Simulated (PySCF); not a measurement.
B(F)(NH2)(NMe2) (C2H8BFN2), SMILES CN(C)B(N)F. Atoms are numbered in the order given.

```xyz
14

B      0.6090    -0.4595     0.1339
F      1.5201    -0.6286    -0.8556
N      0.8371    -1.1637     1.3405
H      0.2031    -1.1953     2.1249
H      1.6573    -1.7454     1.4471
N     -0.4889     0.4069    -0.1132
C     -0.7190     1.0015    -1.4127
C     -1.5012     0.7115     0.8688
H     -1.6778     0.6630    -1.8531
H     -0.7615     2.1063    -1.3500
H      0.0894     0.7278    -2.1017
H     -1.6674     1.8031     0.9437
H     -2.4797     0.2514     0.6240
H     -1.2048     0.3629     1.8680
```

Geometry optimised at B3LYP-D3(BJ)/def2-SVP. One conformer was computed; it need not be the lowest.

Two levels are set side by side: PBE/pcSseg-1 (PySCF) and PBE0/pcSseg-1 (PySCF). GIAO shifts against BF3 (¹¹B), CFCl3 (¹⁹F), NH3 (¹⁵N), TMS (¹H), TMS (¹³C) at the same level; non-relativistic, no solvent, atoms listed together averaged. Differences are taken from unrounded values.

```
quantity              PBE0     PBE  PBE minus PBE0
------------------  ------  ------  --------------
δ(¹¹B) of B1 (ppm)     9.1     8.1            -1.0
δ(¹⁹F) of F2 (ppm)  -158.3  -177.5           -19.3
δ(¹⁵N) of N3 (ppm)    48.5    52.2             3.7
δ(¹⁵N) of N6 (ppm)    56.6    66.2             9.6
```

Rough cost on one machine, each run with all the roots and properties that it gave: PBE0 against PBE within a factor of 2.
